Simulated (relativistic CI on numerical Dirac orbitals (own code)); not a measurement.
# Hyperfine structure of Sb48+, mass number 125

Computed by Dirac-Coulomb-Breit CI, KLI orbitals optimised for each configuration, model QED (radiative potential, 1s self-energy scaled to tabulated hydrogen-like ionisation energies), unscaled Slater integrals (own radial code, finite nucleus).

CI space (outside the closed core 1s2): 2s, 2p, 3s, 3p, 3d, 4s, 4p, 4d, 4f, 5s, 5p, 5d, 5f, 5g. Levels of other configurations are missing.

Nuclear spin I = 7/2, μ = 2.63 μN (tables of Stone and Pyykkö). The electronic factors are computed for point nuclear moments, without core polarisation or the Bohr-Weisskopf and QED corrections.

```tsv
Level	E (eV)	A (GHz)
2s 2S_1/2	0.00	4023
2p 2P°_1/2	111.00	1289
2p 2P°_3/2	401.73	201
3s 2S_1/2	4872.60	1192
3p 2P°_1/2	4903.23	391
3p 2P°_3/2	4989.58	61.14
3d 2D_3/2	4999.49	35.24
3d 2D_5/2	5025.90	14.55
```

Levels with J = 0, under 50 % of one LS term, or S terms without an open s electron are left out. Small factors come from cancelling terms and can be off by tens of per cent or more.

At this charge energies of transitions that change n are usually good to better than 1 %, and those within a shell (Δn = 0) to a few per cent.

(1) Give the hyperfine levels of 2s 2S_1/2 relative to its centre of gravity.

Answers

(1) With K = F(F + 1) − I(I + 1) − J(J + 1), E = AK/2: F = 3: -9052, F = 4: 7040 GHz.
